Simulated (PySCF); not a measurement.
PySCF input (M06-2X/6-31G* with LANL2DZ past Ar (5d)):

```python
from pyscf import gto, dft

mol = gto.M(
    atom='''
    C    -2.68756700   -1.09566200   -0.09974300
    C    -1.25910700   -0.59699900   -0.05694100
    C    -0.98962200    0.74995300    0.10401300
    Se    0.93219700    0.84925400    0.09185100
    C     1.08270900   -1.02300900   -0.13850800
    C    -0.17350200   -1.54020500   -0.18574700
    H    -3.36842200   -0.25057900    0.01197700
    H    -2.90416200   -1.81420100    0.70312300
    H    -2.92626100   -1.60074900   -1.04616500
    H     2.01454500   -1.56549100   -0.21647400
    H    -0.34785600   -2.60809300   -0.31385000
    ''',
    basis={'default': '6-31g*', 'Se': 'lanl2dz'},
    ecp={'Se': 'lanl2dz'},
    charge=-1,
    spin=0,
    verbose=4,
)

mf = dft.RKS(mol, xc='m062x')
mf.grids.level = 4
mf.conv_tol = 1e-9
mf.max_cycle = 100
mf.max_memory = 1500
mf.kernel()
if not mf.converged:
    mf = mf.newton()
    mf.kernel(mf.make_rdm1())
mf.dip_moment()
```

From the output:

```
  HOMO = -0.0415633805601523  LUMO = 0.217969720489  gap/eV = 7.06226
cycle= 3 E= -202.464392857159  delta_E= -1.5  |g|= 0.559  |ddm|=  7.3
  HOMO = -0.0079845612306304  LUMO = 0.211425965264947  gap/eV = 5.97046
cycle= 4 E= -202.540183585094  delta_E= -0.0758  |g|= 0.273  |ddm|= 1.03
  HOMO = -0.0371324178499339  LUMO = 0.239440040653948  gap/eV = 7.52592
cycle= 5 E= -202.561929494796  delta_E= -0.0217  |g|= 0.0588  |ddm|= 0.408
  HOMO = -0.0358948869776246  LUMO = 0.237266139453338  gap/eV = 7.43309
cycle= 6 E= -202.562827490667  delta_E= -0.000898  |g|= 0.0238  |ddm|= 0.0999
  HOMO = -0.0407313839198782  LUMO = 0.236470249392879  gap/eV = 7.54304
cycle= 7 E= -202.563027066029  delta_E= -0.0002  |g|= 0.00713  |ddm|= 0.053
  HOMO = -0.039525496649361  LUMO = 0.237380826860003  gap/eV = 7.53500
cycle= 8 E= -202.563050489798  delta_E= -2.34e-05  |g|= 0.0016  |ddm|= 0.017
  HOMO = -0.0395411351295305  LUMO = 0.237321063051974  gap/eV = 7.53380
cycle= 9 E= -202.563052248072  delta_E= -1.76e-06  |g|= 0.00072  |ddm|= 0.00559
  HOMO = -0.0395570079243193  LUMO = 0.237286512461964  gap/eV = 7.53330
cycle= 10 E= -202.563052422373  delta_E= -1.74e-07  |g|= 0.000139  |ddm|= 0.00125
  HOMO = -0.0395543013267901  LUMO = 0.237302519704377  gap/eV = 7.53366
cycle= 11 E= -202.563052430634  delta_E= -8.26e-09  |g|= 5.69e-05  |ddm|= 0.000447
  HOMO = -0.0395570623556623  LUMO = 0.237301969381546  gap/eV = 7.53372
cycle= 12 E= -202.563052431845  delta_E= -1.21e-09  |g|= 2.53e-05  |ddm|= 0.000118
  HOMO = -0.0395552445198533  LUMO = 0.237302494429787  gap/eV = 7.53368
cycle= 13 E= -202.563052432099  delta_E= -2.54e-10  |g|= 5.17e-06  |ddm|= 6.46e-05
  HOMO = -0.0395541899912484  LUMO = 0.237302643799376  gap/eV = 7.53366
Extra cycle  E= -202.563052432111  delta_E= -1.21e-11  |g|= 5.28e-06  |ddm|= 2.54e-05
converged SCF energy = -202.563052432111

WARN: System has nonzero charge -1; the dipole moment is origin-dependent.
Location of origin: [0. 0. 0.]

Dipole moment(X, Y, Z, Debye):  2.20838, -2.04088, -0.27696
```

The dipole moment of an ion depends on the origin.

The geometry given is a B3LYP-D3(BJ)/def2-TZVP minimum.
